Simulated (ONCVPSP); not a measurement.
## aluminium (Al): excitation energies, all-electron against ONCV

- Element: Al (Z = 13)
- Generator: ONCVPSP 4.0.1
- Type: optimised norm-conserving Vanderbilt (ONCV)
- Functional: PBE
- Relativity: scalar-relativistic
- Frozen core: [Ne]
- Valence charge: 3
- Reference configuration: 3s2 3p1
- Partial waves: 3s: rc 2.20 bohr, ncon 3, nbas 7, qcut 3.7 1/bohr, 2 projectors, debl 3.9 Ha; 3p: rc 2.10 bohr, ncon 4, nbas 7, qcut 4.4 1/bohr, 1 projector
- Local potential: polynomial inside 1.70 bohr (lpopt 5, dvloc0 0 Ha)
- Core correction: none

Energies are relative to the spin-unpolarised reference configuration 3s2 3p1; without spin polarisation the order of configurations can differ from experiment.

| valence configuration | charge | ΔE all-electron (eV) | error AE − PS (meV) |
| --- | --- | --- | --- |
| 3s2 3p0.5 | +0.5 | 2.086 | -0.5 |
| 3s1 3p1 | +1 | 11.571 | +7.6 |

**Question.** What are ΔE and the potential's error for 3s1 3p0?

**Answer.** ΔE = 24.987 eV all-electron; the error (AE − PS) is +15 meV.

**Question.** What are ΔE and the potential's error for 3s2 3p0?

**Answer.** ΔE = 5.761 eV all-electron; the error (AE − PS) is -3.2 meV.

Levels in the configuration 3s1 3p1:

| level | all-electron (eV) | pseudo (eV) |
| --- | --- | --- |
| 3s | -15.611 | -15.586 |
| 3p | -9.749 | -9.745 |
